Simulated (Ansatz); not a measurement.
# Worked example: vertical energy of the triplet above the singlet of BH2Br (SMILES BBr)

The species is BH2Br (4 atoms), meant as a singlet with charge 0. As SMILES, `BBr`. The coordinates come from a PBE0-D4/def2-TZVP relaxation.

Both states at this one shape; open shells run unrestricted unless said. 1 Eh = 27.2114 eV.

| level | program | singlet BH2Br (Eh) | triplet BH2Br (Eh) |
| --- | --- | --- | --- |
| B3LYP/STO-3G | Ansatz | -2571.749285 | -2571.565997 |
| r2SCAN0/STO-3G | Ansatz | -2571.897217 | -2571.716004 |

Problem. Work out the vertical gap, second state less first, at each level.

Solution. 
1. B3LYP/STO-3G: -2571.565997 − (-2571.749285) = 0.183288 Eh = 4.99 eV.
2. r2SCAN0/STO-3G: -2571.716004 − (-2571.897217) = 0.181213 Eh = 4.93 eV.

No measured value is set beside it here; the levels span 4.93 to 4.99 eV. Spin-orbit coupling, which splits open shells on such heavy atoms by tenths of an eV, is left out. Minimal sets are far from the basis-set limit. All-electron rows are non-relativistic unless named.
